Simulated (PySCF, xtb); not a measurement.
CH3FO3Si, SMILES O=CO[Si@@H](O)F. One conformer was computed; it need not be the lowest.

Harmonic wavenumbers (cm⁻¹) from GFN2-xTB (xtb) at its own minimum, in rising order: 43, 140, 184, 210, 228, 348, 402, 649, 661, 681, 739, 808, 880, 948, 990, 1215, 1358, 1767, 2465, 2835, 3548.

What does PBE-D3(BJ)/def2-SVP (PySCF 2.14.0) give at its own minimum? (Estimate from the structure and the level; the computed values follow.)

50, 191, 213, 279, 295, 383, 583, 662, 717, 786, 834, 865, 976, 997, 1004, 1210, 1349, 1744, 2302, 2974, 3507. Paired by order, the mean absolute difference is 62 cm⁻¹ and the zero-point energies are 30.2 and 31.3 kcal/mol.
